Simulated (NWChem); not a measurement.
Isomers of C$_{4}$H$_{4}$F$_{2}$, each optimised at PBE0/def2-SVP with NWChem, gas phase unless a solvent is named. Flexible species stand in one conformer each, which need not be the lowest.  Relative energies count from the lowest isomer at each level and are electronic, without zero-point energy, on those geometries.

A: F/C=C\C=C/F
B: C(F)(=CC=C)F
C: C=C/C(F)=C/F
D: F[C@@H]1C=C[C@H]1F

| quantity | A | B | C | D |
|---|---|---|---|---|
| relative energy, B3LYP/def2-SVP (kcal/mol) | 3.3 | 0.0 | 7.9 | 16.6 |
| relative energy, CAM-B3LYP/def2-SVP (kcal/mol) | 3.7 | 0.0 | 8.3 | 13.7 |
| orbital gap (eV), PBE0/def2-SVP | 5.87 | 6.01 | 5.81 | 7.82 |
| SMD solvation free energy in water, PBE0/def2-SVP (kcal/mol) | 0.6 | 2.1 | 0.8 | -1.2 |
